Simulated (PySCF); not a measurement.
GeH₇NSi, SMILES [SiH3][NH][GeH3].

Geometry: B3LYP-D3(BJ)/def2-SVP. This is a generated structure with no PubChem entry under its InChIKey; it may be hypothetical.

Computed with TDA-PBE/def2-SVPD in PySCF.

Vertical excitations. Gas-phase values at a fixed geometry.

```tsv
state	energy (eV)	λ (nm)	f	main pairs
S1	5.12	242	0.003	HOMO→LUMO 97 %
S2	5.68	218	0.025	HOMO→LUMO+1 96 %
S3	6.23	199	0.001	HOMO→LUMO+2 93 %
S4	6.41	193	0.008	HOMO→LUMO+3 92 %
S5	6.64	187	0.015	HOMO→LUMO+4 92 %
S6	6.78	183	0.005	HOMO→LUMO+5 91 %
S7	6.94	179	0.018	HOMO→LUMO+6 95 %
S8	7.16	173	0.001	HOMO−1→LUMO 99 %
S9	7.26	171	0.007	HOMO→LUMO+7 93 %
S10	7.31	170	0.004	HOMO−2→LUMO 93 %
T1	4.81	258	0	HOMO→LUMO 99 %
T2	5.45	228	0	HOMO→LUMO+1 99 %
T3	6.03	206	0	HOMO→LUMO+2 98 %
T4	6.25	198	0	HOMO→LUMO+3 97 %
```
Triplets are in the Tamm–Dancoff approximation.
